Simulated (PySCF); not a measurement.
**Cost against result**

Saddle point of SiH$_{3}$OF$_{3}$, singlet (SiHF₃ ([F][SiH]([F])[F]) + H₂O → SiH₂OF₂ ([OH][SiH]([F])[F]) + HF; bonds formed: Si1–O7, F2–H6; bonds broken: Si1–F2, H6–O7), PBE0-D4/def2-TZVP structure:

| atom | x (Å) | y (Å) | z (Å) |
| --- | --- | --- | --- |
| Si1 | -0.6047 | 0.1988 | -0.0423 |
| F2 | -0.0360 | -1.6085 | -0.3396 |
| F3 | -0.7441 | 0.3592 | -1.6131 |
| F4 | -0.6592 | 1.7546 | 0.3747 |
| H5 | -1.7037 | -0.3441 | 0.7523 |
| H6 | 0.9567 | -1.0323 | 0.0641 |
| O7 | 1.0624 | 0.0096 | 0.5194 |
| H8 | 1.7284 | 0.6626 | 0.2845 |

Barriers are electronic and count from the start structure reached by relaxing down the imaginary mode.

Computed with PySCF 2.14 with density fitting (its default auxiliary sets; JK sets also for MP2 and CCSD(T)) (basis: as named in each row); correlated methods freeze the cores. B3LYP uses VWN-RPA correlation. Extrapolation: Hartree–Fock as exp(−7.88 √X), correlation as X^−2.97.

Times are rough, for one single point on 4 threads of a shared host (Arm Neoverse V2).

The estimate by CCSD(T) at an estimated basis limit (MP2 extrapolated from triple and quadruple zeta, plus CCSD(T) − MP2 in triple zeta) is 117.3 kJ/mol.

| method | basis | time (s) | barrier (kJ/mol) | method less estimate |
| --- | --- | --- | --- | --- |
| HF | STO-3G | under 1 | 101.3 | -16.0 |
| B3LYP-D4 | 6-31G | 3 | 35.5 | -81.8 |
| PBE0-D4 | def2-SVP | 4 | 72.1 | -45.3 |
| PBE-D4 | def2-SVP | 4 | 60.2 | -57.2 |
| MP2 | def2-QZVPP | 6 | 114.3 | -3.0 |
| SPW92 | def2-TZVPP | 9 | 48.6 | -68.7 |
| PBE0-D4 | def2-TZVPP | 11 | 102.5 | -14.8 |
| B3LYP-D4 | def2-TZVPP | 12 | 116.0 | -1.4 |
| BHLYP-D4 | def2-TZVPP | 12 | 127.3 | 10.0 |
| PBE-D4 | def2-TZVPP | 13 | 92.2 | -25.1 |
| r2SCAN-D4 | def2-TZVPP | 27 | 101.0 | -16.3 |
| CCSD(T) | def2-SVP | 31 | 104.3 | -13.1 |
| wB97M-V | def2-TZVPP | 130 | 107.7 | -9.7 |
| CCSD(T) | def2-TZVPP | 750 | 118.7 | 1.4 |

All methods are single points on the PBE0-D4 structures.

No T1 diagnostic of these runs exceeds 0.012.

The step is the kind of ligand exchange by which a precursor binds to a hydroxyl group, or is hydrolysed, in atomic layer deposition of oxides.

Labels in which every atom is bracketed show which atoms are joined, not bond orders.
